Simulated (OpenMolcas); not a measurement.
**Mo4+: ligand-field states by method**

Mo4+ with 6 ligands (chloride) in octahedral coordination (Oh) at 2.41 Å. A charge of +0.333 e stands 2.4 Å behind each ligand. Ligand basis ANO-RCC-VDZP.
```
Mo    0.0000    0.0000    0.0000
Cl    2.4100    0.0000    0.0000
Cl    0.0000    2.4100    0.0000
Cl   -2.4100    0.0000    0.0000
Cl    0.0000   -2.4100    0.0000
Cl    0.0000    0.0000    2.4100
Cl    0.0000    0.0000   -2.4100
```

| Property | Result |
| --- | --- |
| Program | OpenMolcas 26.06 |
| Basis | ANO-RCC-VTZP [7s6p4d2f1g] |
| Scalar Hamiltonian | DKH2, point nucleus |
| Active space | 2 electrons in 5 orbitals (4d) |
| State averaging | 2S+1 = 3 even, 10 roots; 2S+1 = 1 even, 15 roots |
| Spin-orbit coupling | state interaction with AMFI integrals over the reference wave functions |

I. CASSCF
II. SS-CASPT2, IPEA 0.25 Eh, imaginary shift 0.1 Eh (closed shells correlated: 4s 4p and the ligand valence shells)

Spin-free states (labels of O, the rotations of Oh) in cm-1, each column counted from its own energy of the first state listed:

```
State  Degeneracy      I     II
  3T1           3      0      0
  1T2           3   9637   5810
   1E           2   9931   6230
  3T2           3  20693  23220
  1A1           1  21797  15290
  3T1           3  28594  28730
```

From I to II, I's first state of the same spin (3T2) moves from 20693 to 23220 cm-1, by about +2500 cm-1.

From I to II, I's first state of another spin (1T2) moves from 9637 to 5810 cm-1, by about -3800 cm-1.

I: A least-squares ligand-field fit to the states below 45000 cm-1, each weighted by its degeneracy and with a free common offset, gives 10Dq = 21485 cm-1, B = 616 cm-1 and C = 2539 cm-1 (C/B = 4.13), with an rms deviation of 497 cm-1. The same method and metal basis give the free ion B = 861 cm-1 (fit to its terms below 60000 cm-1, rms deviation 23 cm-1), so the nephelauxetic ratio is β = 616 / 861 = 0.72; it hangs on how both fits weigh the states, and computed free-ion B values tend to be too large, so β mixes covalency with correlation.

χT at 300 K: I 0.40, II 0.39 cm3 K/mol.

Roots that are degenerate in the reference are averaged as groups; the widest CASPT2 spread within a group is 64 cm-1 (the 2-fold group of multiplicity 1 near 6230 cm-1 above the lowest state of its run, II). Shifts and gaps below about the spread of the groups concerned are not significant. Over all roots computed the reference weight is 0.63 to 0.65 in II; a low but even weight reflects the number of correlated electrons. An orbital triplet at a regular site is open to Jahn-Teller coupling, which can distort the site and quench the lowest spin-orbit gaps and is left out. The least metal-like active orbital is 72 % on the metal (Löwdin) and no ligand orbital is active, so the numbers are rough. Ligand-to-metal charge-transfer states are missing. With no ligand orbital active B as a rule stays too high, so bands that hang on it stand too high and its fall with covalency is understated. Without dynamic correlation the repulsion within the d shell is too large (B by tens of per cent), so at a given field states of lower spin stand too high (holds for I). With metal d orbitals alone the field can be off either way by tens of per cent (holds for I). With one d shell and no ligand orbital active, 10Dq can be off by a tenth or more (holds for II). No measured value stands beside these numbers; the geometry is a model, was not optimised and need not be the one that this ion takes.
